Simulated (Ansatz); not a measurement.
Wavefunction ladder for C₄H₈Si (`C=C1CC1[SiH3]`)

Cartesian coordinates in Å:
```
C -0.025 -1.768 1.220
C 0.140 -0.519 0.845
C 0.985 0.663 0.804
C -0.413 0.645 0.154
Si -0.547 0.623 -1.701
H -0.939 -2.307 0.996
H 0.748 -2.295 1.770
H 1.104 1.247 1.711
H 1.850 0.670 0.147
H -1.181 1.202 0.686
H -1.776 -0.093 -2.139
H 0.646 -0.076 -2.247
H -0.593 2.007 -2.246
```

The species carries charge 0 and has multiplicity 1. All single points use the PBE0-D4/def2-TZVP geometry. Frozen core, restricted reference, the Gaussian-basis code of Ansatz. CBS rows extrapolate triple and quadruple zeta; past MP2 they add the triple-zeta difference.

| basis | HF (Eh) | MP2 corr. |
| --- | --- | --- |
| def2-SVP | -444.78457 | -0.64019 |
| def2-TZVPP | -445.05632 | -0.78041 |
| def2-QZVPP | -445.07218 | -0.83036 |

Estimate the CCSD correlation energy and the (T) correction in each basis where they were run (hartree).


| basis | CCSD corr. | (T) |
| --- | --- | --- |
| def2-SVP | -0.70003 | -0.02476 |
| def2-TZVPP | -0.83049 | -0.03695 |
| CBS(def2) | -0.91744 | as TZ |
